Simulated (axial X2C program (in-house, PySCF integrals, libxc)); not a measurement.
# Estimating the spin–orbit splitting of the π levels of BeCl⁻

Calculated with an in-house all-electron X2C program for linear molecules (integrals from PySCF). Spin-free means the one-electron spin-free X2C Hamiltonian; two-component (2c) means X2C with spin–orbit coupling and atomic mean-field two-electron Coulomb and Gaunt terms, so the difference of the two also holds small scalar two-electron terms. Basis: Cl dyall-av3z [9s8p3d2f], Be dyall-av3z [9s9p4d2f] (cores contracted in-house); Gaussian nuclei, density fitting, unrestricted open shells. Masses: Cl 34.969 u, Be 9.012 u.

Hartree–Fock at 1.927 Å, closed shell. Valence p splittings ε(p3/2) − ε(p1/2) of spherical Dirac–Hartree–Fock atoms with fractionally filled p shells: Cl 3p 0.140 eV.

| filled π level (eV), spin-free | Be p share | Cl p share |
| --- | --- | --- |
| -7.71 | 0.06 | 0.83 |

Question: In first order a p shell splits by 3ζ/2 and a π orbital by ζ. Estimate the splitting of each π level from the shares.

Answer: level -7.71 eV: (2/3) × (0.83 × 0.140) = 0.08 eV.

The two-component Hartree–Fock calculation gives:

```tsv
ε(ω = 1/2) (eV)	σ share of it	ε(ω = 3/2) (eV)	splitting (eV)	estimate (eV)
-7.750	0.00	-7.662	0.09	0.08
```

The estimate leaves out the mixing of π1/2 with σ1/2 levels, which pushes the ω = 1/2 spinor up or down, the d and f parts of the orbital, small shares of the strongly split outer-core p shell of a metal, the Gaunt term (absent from the atomic values), and the change of the atomic p orbitals with charge; Löwdin shares depend on the basis.
